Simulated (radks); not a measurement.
Values are calculated unless marked as measured or tabulated.
Task: Radial electron density D(r) = 4 pi r^2 rho(r) of an atom or ion with 47 electrons. Code: a radial shooting solver on a logarithmic mesh with Libxc functionals. Model: Dirac Kohn-Sham, PBE, spin-unpolarised, spherical densities, finite nucleus; Fermi nuclear charge, rms radius of each element as measured or else 0.836 A^(1/3) + 0.57 fm.

```
   r/bohr * D(r) (the largest magnitude, 77.6, reaches the edge; | marks zero)
 0.002144 |   *
 0.002456 |   *
 0.002836 |     *
 0.003276 |      *
 0.003783 |        *
 0.004369 |          *
 0.005046 |             *
 0.005827 |               *
  0.00673 |                   *
 0.007772 |                      *
 0.008976 |                          *
  0.01028 |                              *
  0.01188 |                                  *
  0.01372 |                                      *
  0.01584 |                                        *
  0.01829 |                                          *
  0.02113 |                                           *
   0.0244 |                                           *
  0.02818 |                                         *
  0.03254 |                                       *
  0.03758 |                                     *
   0.0434 |                                     *
  0.04973 |                                      *
  0.05743 |                                         *
  0.06632 |                                              *
   0.0766 |                                                   *
  0.08846 |                                                      *
   0.1022 |                                                      *
    0.118 |                                                  *
   0.1363 |                                            *
   0.1574 |                                       *
   0.1817 |                                    *
   0.2082 |                                      *
   0.2405 |                                          *
   0.2777 |                                            *
   0.3207 |                                         *
   0.3704 |                                  *
   0.4277 |                        *
    0.494 |                *
   0.5705 |            *
   0.6589 |            *
   0.7609 |             *
   0.8788 |             *
    1.007 |            *
    1.163 |         *
    1.343 |      *
    1.551 |    *
    1.791 |  *
    2.068 | *
    2.389 |*
    2.759 |*
    3.186 *
     3.68 *
    4.216 *
    4.868 *
    5.623 *
    6.493 *
    7.499 *
```

What is the nuclear charge?

Result: Z = 48. The innermost maximum, from 1s, lies near gamma/Z bohr with gamma = sqrt(1 - (Z/c)^2) = 0.937, here 0.0195 bohr (found: 0.0215), and its height grows with Z. The density is that of the cadmium ion Cd+ in [Kr] 4d10 5s1; the configuration itself is not fixed sharply by these data, and Z only to a few units. D(r) has 4 maxima, at r = 0.0215, 0.0943, 0.280, 0.844 bohr, and minima at 0.0424, 0.183, 0.618 bohr, inside which lie 2.04, 11.20, 28.99 electrons.
